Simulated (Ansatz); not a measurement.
One geometry of the cluster Be₇, several levels of theory.

```yaml
crystal:
  periodic: [false, false, false]
  atoms:
    - {symbol: Be, position_ang: [0.845991, -0.223417, 1.570228]}
    - {symbol: Be, position_ang: [-0.950667, -0.351375, 0.394531]}
    - {symbol: Be, position_ang: [1.107600, -1.528532, -0.149466]}
    - {symbol: Be, position_ang: [-1.191438, 1.061753, -0.922805]}
    - {symbol: Be, position_ang: [0.937086, 0.357027, -0.392450]}
    - {symbol: Be, position_ang: [-0.236381, -0.680705, -1.657386]}
    - {symbol: Be, position_ang: [-0.512191, 1.365248, 1.157347]}
basis:
  gaussian: {orbitals: def2-SVP, initial_orbitals: start.molden}
hamiltonian: {xc: pbe}
scf: {omitted_lower_state_checks: [starts]}
output: {orbitals: {seedname: orbitals}}
```

The file start.molden holds the orbitals of an earlier run on this structure, at another level or in another basis.

```sh
$ ansatz run in.yaml --threads 4 --pin off --events-out ev --progress --plain --max-ram 3916MiB
```

It prints (some lines left out):

```
Functional definition: PBE
938 factors; their error is unknown
mean field evaluation 1: about -2794.7042 eV, gradient 4.0e0 eV
mean field evaluation 2: about -2794.8161 eV, gradient 1.3e-1 eV
mean field evaluation 4: about -2794.7529 eV, gradient 1.7e-3 eV
mean field -2794.75293042 eV, -102.7052758414 hartree, gradient 1.2e-5 eV, S^2 0.000000; 0 other end points of the search recorded, 0 dependent functions left out
reference -2794.75296976 eV, -102.7052772872 hartree; 14, 14 occupied and 49, 49 virtual orbitals, 938 factors
Total energy: -2794.75296976 eV, -102.7052772872 hartree
Checks for a lower state left out: starts
```

Hardware: 4 threads of Arm Neoverse V1 on a shared host. Wall time 0.6 s.

Geometry: r2SCAN/def2-TZVP.

The restricted singlet is unstable towards broken spin symmetry in Hartree–Fock (as tested in another run); at PBE/def2-SVP this wasn't settled. The structure comes from a short search, and lower isomers may exist.
